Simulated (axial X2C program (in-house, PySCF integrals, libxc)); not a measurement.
**SrSn: cheaper levels and CCSD(T), two-component**

Computed with an axial X2C code built on PySCF integrals. Two-component (2c) means X2C with spin–orbit coupling and atomic mean-field two-electron Coulomb and Gaunt terms. Basis: Sn dyall-cv3z [11s12p9d4f1g], Sr dyall-cv3z [13s12p8d5f1g] (cores contracted in-house); Gaussian nuclei, density fitting, unrestricted open shells. Masses: Sn 119.902 u, Sr 87.906 u.

State: Ω = 1 (⟨Sz⟩ = 0.99, ⟨Lz⟩ = 0.01 at HF); fragments Sn + Sr.

| level | Re (Å) | ωe (cm⁻¹) |
| --- | --- | --- |
| PBE0 | 3.156 | 135.0 |
| HF | 3.292 | 124.6 |
| CCSD | 3.266 | 127.9 |

Correlated methods: 6 electrons correlated (number of frozen shells: Sn 4 s, 3 p, 2 d; Sr 4 s, 3 p, 1 d), 324 virtual spin orbitals or spinors in MP2, 81 natural virtuals in coupled cluster.

CCSD(T), same Hamiltonian and basis:

Re = 3.265 Å, ωe = 128.2 cm⁻¹; T1 = 0.038 (Lee–Taylor normalisation).

Problem. Give the differences from CCSD(T) in the columns below.

Solution. 

```
level  ΔRe (Å)  Δωe (cm⁻¹)
 PBE0   -0.109         6.8
   HF    0.027        -3.6
 CCSD    0.001        -0.3
```

Occupations by symmetry block were frozen at the best pattern of an incomplete PBE0 search. De is not given where an atomic determinant may have missed its ground term or J level, or where the truncated virtual space spoils (T). Density functionals use the spin component along the axis (collinear). CCSD and (T) use frozen natural virtuals with an MP2 correction for the truncation; (T) itself is uncorrected, so its De runs slightly low. Other states lie close and PBE0, whose exact exchange favours high spin, may order them wrongly; the determinant shown need not be the ground state. The nearest other 2c determinant of the search, Ω = 2, lies 0.44 eV up at the distance of the search. The functionals have no current-density term, which raises determinants with orbital currents, atoms included. With several unpaired electrons one determinant need not be a pure state. The outer-core s and p shells of the metal are frozen in the correlated rows, which leaves out core–valence correlation; for alkali and alkaline-earth bonds that tends to lengthen them. Open-shell Ω = 0 determinants with evenly filled partner blocks cannot be reached by this program, so the Ω shown need not be the lowest component. This is the Ω = 1 component of a π² triplet; the 0⁺ component is not one determinant and can lie lowest. The determinant is spin-polarised beyond a pure state at some levels (its spin-free form has ⟨S²⟩ too high), which makes Re and μ there less reliable. With the outer-core shells frozen, correlated bond lengths of heavy atoms tend to come out a few hundredths of an ångström too long.
